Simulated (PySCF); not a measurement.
Method used: core-valence-separated Tamm–Dancoff BHandHLYP/aug-pcX-1 (pcseg-1 on H) in PySCF, non-relativistic, gas phase, PBE0-D3(BJ)/def2-SVP geometry. The energies are unshifted.

Main lines of an unknown, eV (oscillator strength): C K: 283.5 (0.064), 283.8 (0.067), 283.8 (0.050), 283.9 (0.048), 284.4 (0.067); N K: 398.1 (0.061), 398.3 (0.061). Listed: the first five lines at most of each edge with a tenth or more of its strongest line's intensity; roots within 0.03 eV on the same or equivalent atoms are summed. Only the lowest roots were sought, and the top ones are left out.

Problem. Which candidate gives them?
A. `B1C=CC=CN1`
B. `C(C#[N+][BH3-])C#C`

Solution. B. 

- `[BH3-][N+]#CCC#C`: C K: 283.5 (0.064), 283.8 (0.067), 283.8 (0.050), 283.9 (0.048), 284.4 (0.067); N K: 398.1 (0.061), 398.3 (0.061). First C line listed at 283.5 eV, hole on the terminal alkyne carbon (1s→π*); first N line listed at 398.1 eV, hole on the nitrogen bonded to B and C (1s→π*).
- `B1C=CC=CN1`: C K: 282.0 (0.050), 282.6 (0.061), 283.4 (0.048), 283.6 (0.069), 284.6 (0.007); N K: 398.6 (0.038), 400.2 (0.019). First C line listed at 282.0 eV, hole on the unsaturated ring CH carbon (1s→π*); first N line listed at 398.6 eV, hole on the ring nitrogen.

One conformer each; other structures than these candidates weren't tested.
